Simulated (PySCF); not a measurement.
## S: excitation energy

S [Ne] 3s2 3p4 (3P) → S [Ne] 3s1 3p4 4s1 (5P), as a difference of total energies. Calculation: PySCF 2.14, in aug-cc-pV(5+d)Z (8s7p6d4f3g2h, 136 functions); no relativity, point nucleus. Correlated levels: valence: [Ne] frozen. The calculations carry no spin-orbit coupling.

| method | excitation energy (eV) |
| --- | --- |
| UHF | 16.252 |
| LDA | 16.882 |
| PBE | 16.733 |
| PBE0 | 16.921 |
| r2SCAN | 16.586 |
| MN15 | 16.458 |
| r2SCAN0 | 16.739 |
| wB97X-V | 17.492 |
| MP2 (valence) | 16.741 |
| SCS-MP2 (valence) | 16.947 |

How much does correlation contribute at MP2 (valence)?

16.741 − (16.252) = 0.489 eV, measured against UHF.

The upper state lies above the first ionisation limit, where it may autoionise and the basis confines it. A Rydberg-like electron needs more diffuse functions than a valence basis has.

The promoted electron is Rydberg-like, and one or two diffuse shells describe it only roughly, which tends to raise the upper state.
